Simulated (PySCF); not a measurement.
**AsS⁺: frontier orbitals**

PBE0 at R = 1.950 Å; As def2-SVP, S def2-SVP; no relativity (PySCF 2.14). State: ⁵Σ⁺ (quintet), unpaired electrons π ↑↑↑↑, a second solution, started from another occupation. Only the outer orbitals are listed, counted within each symmetry.

| spin | orbital | occ. | ε (eV) | on As (%) | main shells (%) |
| --- | --- | --- | --- | --- | --- |
| α | 10σ | 1 | -31.92 | 21 | 73 S s, 14 As s |
| α | 11σ | 1 | -23.55 | 55 | 55 As s, 24 S s, 20 S p |
| α | 5π | 1 | -19.34 | 15 | 85 S p, 12 As p |
| α | 5π | 1 | -19.34 | 15 | 85 S p, 12 As p |
| α | 12σ | 1 | -17.27 | 56 | 43 S p, 31 As s, 24 As p |
| α | 6π | 1 | -13.00 | 85 | 86 As p, 14 S p |
| α | 6π | 1 | -13.00 | 85 | 86 As p, 14 S p |
| α | 13σ | 0 | -5.85 | 78 | 78 As p, 23 S p |
| α | 14σ | 0 | -2.43 | 86 | 68 As s, 13 As p, 12 S d |
| α | 7π | 0 | 1.76 | 64 | 58 As d, 34 S d |
| β | 10σ | 1 | -29.11 | 26 | 67 S s, 17 As s |
| β | 11σ | 1 | -21.19 | 45 | 44 As s, 28 S s, 27 S p |
| β | 12σ | 1 | -16.02 | 64 | 37 As s, 36 S p, 26 As p |
| β | 5π | 0 | -13.77 | 19 | 80 S p, 17 As p |
| β | 5π | 0 | -13.77 | 19 | 80 S p, 17 As p |
| β | 6π | 0 | -8.37 | 81 | 81 As p, 18 S p |

Which are the highest filled and the lowest empty level, where do they sit, and how wide is the gap?

Highest filled α 6π at -13.00 eV (in %: 86 As p, 14 S p); lowest empty β 5π at -13.77 eV (in %: 80 S p, 17 As p); the gap at PBE0 is -0.77 eV.

The bond order (Mayer) is 0.90, the ⟨S²⟩ is 6.012 and the charge on As (Mulliken, basis-dependent) is 0.34. The charge on As (Löwdin, basis-dependent) is 0.20. The dipole moment (positive dipole points towards S; it is taken about the centre of mass and depends on that origin) is 3.22 D.

Spin–orbit coupling is left out. Counting both spins, an empty level lies below a filled one in this solution, because spin and occupation are held.
